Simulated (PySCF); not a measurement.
Se(Br)(OMe) (CH₃BrOSe), SMILES [Se](Br)OC. Atoms are numbered in the order given.

```xyz
7

Se    -0.0271    -0.4584     0.8952
Br     0.7973     1.1053    -0.6362
O     -0.8721    -1.5993    -0.1749
C     -2.1137    -1.1764    -0.7016
H     -1.9777    -0.3519    -1.4220
H     -2.5360    -2.0443    -1.2286
H     -2.8098    -0.8514     0.0897
```

Geometry optimised at PBE0-D3(BJ)/def2-SVP. This is a generated structure with no PubChem entry under its InChIKey; it may be hypothetical. The values are those of a single conformer.

The numbers are results of PBE0/pcSseg-1 (PySCF), not measurements.

GIAO shieldings, no solvent; atoms alike by connectivity are averaged. δ = σ(ref) − σ: ⁷⁷Se against Me2Se (σ = 1740.1 ppm); ¹⁷O against H2O (σ = 334.2 ppm); ¹³C against TMS (σ = 186.3 ppm); ¹H against TMS (σ = 31.56 ppm), references at their B3LYP-D3(BJ)/def2-TZVP geometries, non-relativistic (without spin–orbit terms, shifts of atoms bonded to Cl or Br come out too high).

Q: Estimate the chemical shifts. (An estimate is asked for; the answer gives what the named calculation found.)

A: 
```json
[
 {"nucleus": "⁷⁷Se", "atoms": "Se1", "count": "1", "δ (ppm)": "2211.5"},
 {"nucleus": "¹⁷O", "atoms": "O3", "count": "1", "δ (ppm)": "82.5"},
 {"nucleus": "¹³C", "atoms": "C4", "count": "1", "δ (ppm)": "67.8"},
 {"nucleus": "¹H", "atoms": "H5, H6, H7", "count": "3", "δ (ppm)": "4.14"}
]
```
